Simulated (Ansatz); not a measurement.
Reaction (formal exchange of groups at the Sn–F bond): `[OH][SnH]([F])[F]` + `CCl` → `[OH][SnH]([F])[CH2]Cl` + H–F

Gas-phase electronic energies from Ansatz, PBE0-D4/def2-TZVP geometries. CCSD(T)/CBS is the MP2 limit (def2-TZVPP, def2-QZVPP) plus CCSD(T) − MP2 in def2-TZVPP, frozen cores. This one scheme is used for every species. Functionals use def2-TZVPP. HSE06 is defined as in plane-wave codes. def2 core potentials past Kr. For Sn outer-core shells are correlated without core-valence functions, which leaves a few kJ/mol of doubt a bond. One conformer a species, not always the lowest.

`[OH][SnH]([F])[F]`:

Cartesian coordinates in Å:
```
O 1.264 -0.877 0.142
Sn -0.127 0.451 -0.013
F -1.420 0.087 1.335
F -1.090 0.084 -1.614
H 0.942 -1.782 0.101
H 0.430 2.037 0.048
```

`CCl`:

```xyz
5

C    -0.124   -0.069   -0.034
Cl    1.385    0.766    0.378
H     0.031   -1.140    0.072
H    -0.387    0.174   -1.061
H    -0.904    0.268    0.645
```

`[OH][SnH]([F])[CH2]Cl`:

Z-matrix (Å, degrees):
```
Sn
F 1 1.923
C 1 2.149 2 102.9
O 1 1.943 2 106.9 3 -115.3
H 1 1.695 2 106.4 3 129.6
Cl 3 1.778 1 109.7 2 -93.8
H 3 1.089 1 109.1 2 24.5
H 3 1.088 1 112.0 2 146.1
H 4 0.962 1 112.0 2 82.6
```

H–F:

```xyz
2

F    -0.423    0.034   -0.178
H     0.423   -0.034    0.178
```

```json
{"level": "PBE-D4", "ΔE (kJ/mol)": "78.1", "difference from CCSD(T)/CBS": "2.7"}
{"level": "PBE0-D4", "ΔE (kJ/mol)": "76.8", "difference from CCSD(T)/CBS": "1.4"}
{"level": "r2SCANh-D4", "ΔE (kJ/mol)": "86.3", "difference from CCSD(T)/CBS": "10.9"}
{"level": "HSE06-D4", "ΔE (kJ/mol)": "76.6", "difference from CCSD(T)/CBS": "1.2"}
{"level": "ωB97M-V", "ΔE (kJ/mol)": "83.2", "difference from CCSD(T)/CBS": "7.8"}
{"level": "PBE0", "ΔE (kJ/mol)": "82.4", "difference from CCSD(T)/CBS": "7.0"}
{"level": "LC-ωPBE", "ΔE (kJ/mol)": "91.1", "difference from CCSD(T)/CBS": "15.7"}
{"level": "RPA@PBE/def2-TZVPP", "ΔE (kJ/mol)": "74.9", "difference from CCSD(T)/CBS": "-0.5"}
{"level": "HF/def2-SVP", "ΔE (kJ/mol)": "101.1", "difference from CCSD(T)/CBS": "25.7"}
{"level": "CCSD/def2-SVP", "ΔE (kJ/mol)": "89.4", "difference from CCSD(T)/CBS": "14.0"}
{"level": "CCSD(T)/def2-SVP", "ΔE (kJ/mol)": "87.1", "difference from CCSD(T)/CBS": "11.7"}
{"level": "HF/def2-TZVPP", "ΔE (kJ/mol)": "108.5", "difference from CCSD(T)/CBS": "33.1"}
{"level": "SCS-MP2/def2-TZVPP", "ΔE (kJ/mol)": "79.9", "difference from CCSD(T)/CBS": "4.5"}
{"level": "CCSD(T)/def2-TZVPP", "ΔE (kJ/mol)": "74.7", "difference from CCSD(T)/CBS": "-0.7"}
{"level": "MP2/def2-QZVPP", "ΔE (kJ/mol)": "72.4", "difference from CCSD(T)/CBS": "-3.0"}
{"level": "CCSD/CBS(def2)", "ΔE (kJ/mol)": "78.8", "difference from CCSD(T)/CBS": "3.4"}
{"level": "CCSD(T)/CBS", "ΔE (kJ/mol)": "75.4", "difference from CCSD(T)/CBS": "0"}
```

Largest T1 diagnostic among the species: 0.015.

In def2-TZVPP, CCSD(T) changes the Hartree–Fock value by −33.8 kJ/mol (the triples alone add −3.4 kJ/mol) and MP2 by −37.8 kJ/mol. The D4 term adds −10.0 kJ/mol with B3LYP and −5.6 kJ/mol with PBE0; it sums over pairs of atoms, weighted by their polarisabilities, and B3LYP, whose exchange is more repulsive, gets the larger term.

B3LYP here is the variant with VWN-RPA as its local correlation; programs differ in this.
